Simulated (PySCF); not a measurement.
C3H6Cl (SMILES C[CH]CCl), doublet, at a GFN2-xTB geometry. Base run: DF-R2SCAN/3-21G run with PySCF.

Here is a job for PySCF.
```python
from pyscf import gto, scf, dft

mol = gto.M(
    atom='''
C     0.83519170   -0.01173686   -0.93776301
C     2.08474253   -0.17763721   -0.16953693
C    -0.25450716    0.77739373   -0.46643008
H     0.67704263   -0.66350502   -1.78253322
H     2.08522732   -1.13752773    0.35804127
Cl   -1.35014793   -0.28336693    0.71590498
H     2.94854628   -0.18908383   -0.83515052
H     2.20315945    0.61218429    0.56844018
H     0.02373643    1.60046062    0.18458636
H    -0.97775952    1.06659151   -1.22138880
''',
    basis='3-21g',
    spin=1,
    verbose=4,
)

mf = dft.UKS(mol)
mf.xc = 'r2scan'
mf = mf.density_fit(auxbasis='def2-universal-jkfit')
mf.kernel()
mf.analyze()
```

Each row names what was changed in the base input (with any setting that the change needs).

```tsv
change	basis functions	E (Eh)	HOMO (eV)	dipole (D)	core-seconds (rough)
base	52	-575.09286	-5.31	3.05	20
basis = LANL2DZ	47	-132.73836	-5.33	2.91	20
basis = pcseg-0	52	-577.11008	-5.47	2.85	20
basis = def2-SV(P)	72	-577.72233	-5.34	2.52	20
basis = 6-31G*	72	-577.94741	-5.31	2.91	30
basis = cc-pVDZ	90	-577.98210	-5.34	2.73	30
basis = pcseg-1	90	-577.92538	-5.55	2.86	40
basis = def2-SVP	90	-577.73915	-5.33	2.52	30
basis = aug-pcseg-1	150	-577.93224	-5.49	2.75	70
basis = 6-311+G(2d,p)	152	-578.02033	-5.48	2.76	50
basis = pcseg-2	208	-578.03742	-5.47	2.74	100
basis = def2-TZVPD	211	-578.03088	-5.47	2.72	100
basis = def2-TZVPP	219	-578.03204	-5.43	2.67	90
```

Totals compare only among sets that treat the same electrons; sets with core potentials leave the core out.

Open shells are given as the SCF converged; they aren't shown to be the lowest states, and a large step between rows can be another state.
